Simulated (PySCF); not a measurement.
Compound: C4H10GaN.
Z-matrix (Å and degrees, PBE0-D3(BJ)/def2-SVP geometry), rows numbered from 1:
```
Ga
N   1  1.8193
C   2  1.4485  1  127.40
C   3  1.5410  2  104.82  1  -135.48
C   4  1.5442  3  104.31  2   -21.42
C   2  1.4473  1  127.20  3  -174.04
H   1  1.5629  2  115.94  3    -2.44
H   1  1.5635  2  116.17  3   176.86
H   3  1.1004  2  111.63  1   -12.21
H   3  1.1094  2  110.44  1   106.77
H   4  1.1001  3  111.54  2  -143.24
H   4  1.1000  3  110.65  2    97.66
H   5  1.1001  4  112.97  3  -125.08
H   5  1.1003  4  110.45  3   114.80
H   6  1.1004  2  111.76  1    10.24
H   6  1.1100  2  110.50  1  -108.99
```

Theory: TDDFT CAM-B3LYP/def2-SVPD, vertical, gas phase, core orbitals frozen in the response in PySCF 2.14.0, density-fitted response routines. Relativistic effects, spin–orbit coupling among them, are left out although an element past zinc is present.

Computed states:

```tsv
state	E (eV)	f
S1	4.99	0.176
S2	5.90	0.017
S3	6.16	0.0000
S4	6.56	0.0082
S5	6.87	0.016
S6	7.01	0.012
S7	7.16	0.0081
S8	7.21	0.069
S9	7.33	0.051
S10	7.61	0.0039
```

Each state is given a Gaussian of 0.5 eV full width at half maximum, with ε(max) = 2.175×10⁸ f / Δν̃ (Δν̃ the width in cm⁻¹). The width is an assumption, not a result. The curve ends short of the highest state used, and states not computed would add to its high-energy end.

Q: Give the broadened spectrum and its maxima.

A: 
```csv
λ (nm),ε (L mol⁻¹ cm⁻¹)
176.9,4933
180.9,2798
184.9,1525
188.9,876
192.9,524
196.9,391
200.9,493
204.9,733
208.9,896
212.9,843
216.8,640
220.8,475
224.8,596
228.8,1262
232.8,2675
236.8,4779
240.8,7101
244.8,8886
248.8,9508
252.8,8825
256.7,7246
260.7,5271
264.7,3446
268.7,2045
272.7,1111
276.7,558
280.7,261
284.7,114
288.7,47
292.7,18
```

Maxima: 249 nm (4.99 eV), ε about 9500, made up of S1 (100%); 210 nm (5.91 eV), ε about 900, made up of S2 (99%) (ε in L mol⁻¹ cm⁻¹; maxima over ε = 5, shares over 10%). At its high-energy end, 7.01 eV, the curve is still rising (ε about 5000, from S5, S6, S8 and S9).

Q: What would ε be at 4.99 eV, the highest of these maxima, with half the width (0.25 eV)?

A: About 19000 L mol⁻¹ cm⁻¹ against 9510, a factor of about 2.00; a lone state at its own centre would give exactly 2.

Q: Does any computed singlet lie in the visible range?

A: No computed singlet lies in the visible range (380 to 750 nm); the lowest, at 249 nm, stands 1.72 eV above its violet end (3.26 eV).

Q: Coming from long wavelengths, where does ε first pass 100 L mol⁻¹ cm⁻¹?

A: At about 285 nm (4.35 eV), 0.64 eV below S1.

The vertical ionisation energy (ΔSCF) is 8.19 eV, 0.59 eV above S10.

Time: 2.5 min of wall time. Hardware: one thread, Arm Neoverse N1, on a shared host.

One conformer stands for the species.
